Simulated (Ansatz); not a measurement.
Sr2O3. Charge 0, multiplicity 1. Geometry PBE0-D4/def2-SVP; atoms count from 1.

```tsv
atom	x (Å)	y (Å)	z (Å)
Sr1	1.573	-0.358	0.350
Sr2	-1.629	-0.225	-0.147
O3	0.204	0.861	-1.083
O4	0.009	1.364	0.307
O5	-0.157	-1.641	0.573
```

In the def2 sets Sr takes a core potential; there is no spin–orbit coupling. The structure holds one bond between oxygen atoms, so isomers without such links may lie far lower. The structure comes from a short search, and lower isomers may exist.

(1) Estimate the Mulliken populations from the PBE0/def2-TZVP orbitals of Ansatz.

(2) And the Mayer bond orders between heavy atoms (over 0.3)?

Answers

(1) 
```tsv
atom	charge (e)
Sr1	1.20
Sr2	1.20
O3	-0.65
O4	-0.65
O5	-1.09
```
Mulliken values depend strongly on the basis.

(2) Sr1–O3 0.31 (2.33 Å); Sr1–O4 0.31 (2.33 Å); Sr1–O5 0.75 (2.17 Å); Sr2–O3 0.31 (2.33 Å); Sr2–O4 0.31 (2.33 Å); Sr2–O5 0.75 (2.17 Å); O3–O4 0.76 (1.49 Å).
